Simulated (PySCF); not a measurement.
C2H9ClSi3, SMILES [SiH2]([SiH2]C(Cl)=C)[SiH3].

Geometry optimised at B3LYP-D3(BJ)/def2-SVP. This is a generated structure with no PubChem entry under its InChIKey; it may be hypothetical. One conformer was computed; it need not be the lowest.

Computed with ωB97X/def2-TZVP run with PySCF.

The molecule is in vacuum.

| Item | Result |
|---|---|
| total energy | -1410.30922 hartree |
| highest occupied level | -9.82 eV |
| lowest empty level | 1.18 eV |
| orbital gap | 11.00 eV |
| dipole moment | 1.47 D |
| quadrupole, principal values (traceless, Buckingham form, about the centre of nuclear charge) | -4.92, -1.34, 6.25 D·Å |
